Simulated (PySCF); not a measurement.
Si(OMe)(SH) (CH₄OSSi), SMILES S[Si]OC (connectivity only; charge and spin as stated), neutral, multiplicity 1.

Coordinates come from a ωB97X-D3(BJ)/def2-SVP optimisation. The values are those of a single conformer.

Level of theory: ωB97X-D3(BJ)/def2-SVP in PySCF.

Frequencies are harmonic and unscaled.

### Question
Give all harmonic wavenumbers and intensities. (An estimate is asked for; the answer gives what the named calculation found.)

### Answer

| mode | ν (cm⁻¹) | IR (km/mol) | moving atoms (share of kinetic energy) |
|---|---|---|---|
| 1 | 122 | 0.2 | H 76 % |
| 2 | 140 | 5.7 | O 51 %, H 36 %, C 12 % |
| 3 | 163 | 0.3 | Si 26 %, S 24 %, C 20 %, H 17 %, O 13 % |
| 4 | 282 | 11.0 | O 37 %, C 24 %, S 23 %, H 13 % |
| 5 | 370 | 8.4 | H 93 % |
| 6 | 539 | 86.2 | Si 56 %, S 33 %, H 9 % |
| 7 | 741 | 76.6 | H 59 %, O 14 %, Si 12 %, C 9 % |
| 8 | 809 | 45.2 | H 35 %, Si 32 %, O 23 % |
| 9 | 1162 | 215.6 | O 36 %, C 33 %, H 29 % |
| 10 | 1189 | 0.7 | H 77 %, C 18 % |
| 11 | 1227 | 147.7 | H 46 %, O 29 %, C 23 % |
| 12 | 1478 | 2.3 | H 97 % |
| 13 | 1484 | 10.8 | H 87 %, C 11 % |
| 14 | 1493 | 11.0 | H 97 % |
| 15 | 2753 | 0.6 | H 97 % |
| 16 | 3034 | 65.2 | H 97 % |
| 17 | 3130 | 31.0 | H 91 %, C 9 % |
| 18 | 3157 | 21.2 | H 90 %, C 10 % |
